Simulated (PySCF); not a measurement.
C2H7ClOSi2, SMILES C=C([SiH3])[Si@H](O)Cl. Geometry optimised at PBE0-D3(BJ)/def2-SVP. The structure was generated by enumeration; whether it is a known compound was not checked. One conformer was computed; it need not be the lowest.

Computed equilibrium geometry at PBE0-D3(BJ)/def2-SVP (PySCF confirms it by a frequency run) as Cartesian coordinates in Å (one conformer of several):
```xyz
13

C     -0.7018     0.2671     2.1701
C     -0.6881    -0.0860     0.8722
Si    -2.2843    -0.2203    -0.1120
Si     0.9610    -0.4312     0.0797
O      2.2181     0.1868     0.9621
Cl     0.8933     0.4243    -1.8136
H      0.2235     0.3691     2.7528
H     -1.6322     0.4690     2.7171
H     -2.4374     0.9407    -1.0381
H     -2.2823    -1.4738    -0.9259
H     -3.4369    -0.2455     0.8402
H      1.2544    -1.8732    -0.0875
H      2.2452     1.1422     1.0751
```
Charge 0, spin multiplicity 1.
